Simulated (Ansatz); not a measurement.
Gas-phase electronic energies from Ansatz, PBE0-D4/def2-TZVP geometries. CBS: MP2 limit from def2 TZ/QZ plus the TZ coupled-cluster correction, frozen cores. This one scheme is used for every species. Functionals use def2-TZVPP. Each species was taken in one conformer, which may not be the lowest.

`F[SiH2]N[SiH2][SiH3]` + `OC1=CC1` → `[SiH3]OC1=CC1` + `F[SiH2]N[SiH3]`  (cleavage of the Si–Si bond)

```
               species  ωB97X-V energy (Eh)
`F[SiH2]N[SiH2][SiH3]`          -1027.90809
             `OC1=CC1`           -191.86117
       `[SiH3]OC1=CC1`           -482.55073
      `F[SiH2]N[SiH3]`           -737.24994
```

(1) Work out ΔE.

Largest T1 diagnostic among the species: 0.012.

Results:

(1) ΔE = (-482.55073) + (-737.24994) − (-1027.90809) − (-191.86117) = -0.03141 Eh = -82.5 kJ/mol. CCSD(T)/CBS gives -86.2 kJ/mol.

From PBE to PBE0 (25 % exact exchange), in def2-TZVPP and without D4, ΔE moves by −7.4 kJ/mol. In def2-TZVPP, CCSD(T) changes the Hartree–Fock value by +21.6 kJ/mol (the triples alone add +2.6 kJ/mol) and MP2 by +12.6 kJ/mol.
